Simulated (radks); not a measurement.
Initial-state core-level shifts of the iridium ion Ir+ when its valence configuration changes from [Xe] 4f14 5d7 6s1. All-electron calculation, scalar-relativistic Kohn-Sham, PBE, spin-polarised, spherical densities, point nucleus; open shells are filled with parallel spins first (spin-orbit coupling, left out, can overturn this in heavy ions). Program: a radial shooting solver on a logarithmic mesh with Libxc functionals. Shifts are changes of the shell-averaged eigenvalues in eV (positive: less bound).

| valence | 1s | 3s | 3d | 4s |
|---|---|---|---|---|
| 4f13 5d7 6s1 6p1 | -16.386 | -19.276 | -19.108 | -17.400 |
| 4f13 5d6 6s1 6p2 | -21.385 | -24.372 | -24.221 | -22.454 |
| 4f14 5d8 | +2.820 | +2.916 | +2.927 | +2.902 |
| 4f13 5d8 6s1 | -11.456 | -14.261 | -14.080 | -12.413 |
| 4f13 5d6 6s2 6p1 | -20.066 | -23.049 | -22.900 | -21.128 |
| 4f13 5d7 6s2 | -14.887 | -17.784 | -17.617 | -15.903 |
| 4f13.5 5d7 6s1.5 | -7.311 | -8.734 | -8.652 | -7.837 |
| 4f14 5d5 6s1 6p2 | -9.445 | -9.622 | -9.652 | -9.579 |
| 4f12 5d6 6s2 6p2 | -37.808 | -43.886 | -43.572 | -39.699 |
